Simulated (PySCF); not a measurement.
**Ne³⁺ (neon, charge +3): UHF calculation**

Configuration: [He] 2s2 2p3, high-spin 4S determinant. Calculation: PySCF 2.14, in def2-SVP; the non-relativistic Hamiltonian (point nucleus).

```json
{"Total energy": "-123.921540 hartree", "One-electron energy": "-156.7987 hartree", "Hartree (Coulomb) energy": "43.3458 hartree", "Exchange energy": "-10.4686 hartree", "Kinetic energy": "123.92802 hartree", "⟨S²⟩": "3.7532", "⟨L²⟩": "0.000", "Sum of ⟨r⟩": "4.167 bohr", "Sum of ⟨r²⟩": "3.695 bohr²", "Density at the nucleus (Gaussians lack the cusp)": "570 bohr⁻³", "Spin density at the nucleus": "1.83 bohr⁻³", "Langevin diamagnetic susceptibility": "-2.93 ×10⁻⁶ cm³/mol", "Time after the integrals": "0.07 s of wall time on 1 thread of Intel(R) Xeon(R) Platinum 8259CL CPU @ 2.50GHz (shared host)"}
```

```csv
shell,electrons,mean orbital energy (hartree),"rms radius, mean of both spins (bohr)"
1s α,1,-35.95501,0.183
1s β,1,-35.72755,0.183
2s α,1,-4.61285,0.882
2s β,1,-3.88562,0.882
2p α,3,-3.62110,0.831
```
